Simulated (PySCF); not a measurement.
Broadened absorption spectrum of ReO3H

ReO3H (singlet state).
Cartesian coordinates in Å at the PBE0-D3(BJ)/def2-SVP level; atoms count from 1:
```
atom  x, y, z in Å
Re1    0.0308    0.0544    0.0230
O2    -0.0359   -0.0709    1.7110
O3     1.6052   -0.0434   -0.5941
O4    -0.8493    1.3666   -0.5877
H5    -0.7508   -1.3067   -0.5521
```

Method: PySCF, TDDFT wB97X-D/def2-SVPD, vertical, gas phase, core orbitals frozen in the response, def2 core potentials past Kr. Spin–orbit coupling is left out.

Computed states:

```csv
state,E (eV),f
S1,4.53,0.0001
S2,4.53,0.0001
S3,4.94,0.0066
S4,4.94,0.0000
S5,5.18,0.0034
S6,5.18,0.0034
S7,5.93,0.018
S8,5.93,0.018
S9,6.76,0.0070
S10,6.77,0.0069
```

Broadening: Gaussians 0.3 eV wide at half height, area fixed by f = 4.319×10⁻⁹ ∫ε dν̃. The width is an assumption, not a result. The curve ends short of the highest state used, and states not computed would add to its high-energy end.

**Question.** What does the envelope look like, and where are its maxima?

**Answer.** 
(E (eV), ε (L mol⁻¹ cm⁻¹)): (4.08, 0), (4.13, 0), (4.18, 0), (4.23, 1), (4.28, 1), (4.33, 3), (4.37, 4), (4.42, 6), (4.47, 9), (4.52, 11), (4.57, 17), (4.62, 32), (4.66, 57), (4.71, 118), (4.76, 219), (4.81, 357), (4.86, 508), (4.91, 637), (4.96, 719), (5.00, 752), (5.05, 767), (5.10, 767), (5.15, 745), (5.20, 680), (5.25, 563), (5.29, 443), (5.34, 290), (5.39, 165), (5.44, 82), (5.49, 42), (5.54, 43), (5.59, 99), (5.63, 210), (5.68, 487), (5.73, 970), (5.78, 1657), (5.83, 2428), (5.88, 3049), (5.92, 3275), (5.97, 3118), (6.02, 2544), (6.07, 1780), (6.12, 1067), (6.17, 549)

Maxima: 244 nm (5.08 eV), ε about 770, made up of S3 (44%), S5 (28%) and S6 (28%); 209 nm (5.93 eV), ε about 3300, made up of S7 (50%) and S8 (50%) (ε in L mol⁻¹ cm⁻¹; maxima over ε = 5, shares over 10%).

**Question.** What would ε be at 5.93 eV, the highest of these maxima, with half the width (0.15 eV)?

**Answer.** About 6570 L mol⁻¹ cm⁻¹ against 3280, a factor of about 2.00; a lone state at its own centre would give exactly 2.

**Question.** On this curve, what absorbance would a 10⁻⁵ mol/L sample give at 254 nm over a 1 cm path?

**Answer.** 254 nm is 4.881 eV, where ε is about 570 L mol⁻¹ cm⁻¹, so A = ε c l ≈ 0.0057 (Beer–Lambert, with the gas-phase spectrum and the assumed width).

**Question.** Coming from long wavelengths, where does ε first pass 100 L mol⁻¹ cm⁻¹?

**Answer.** At about 264 nm (4.70 eV), 0.17 eV above S1.

All these states lie below the vertical ionisation energy of 12.68 eV (ΔSCF).
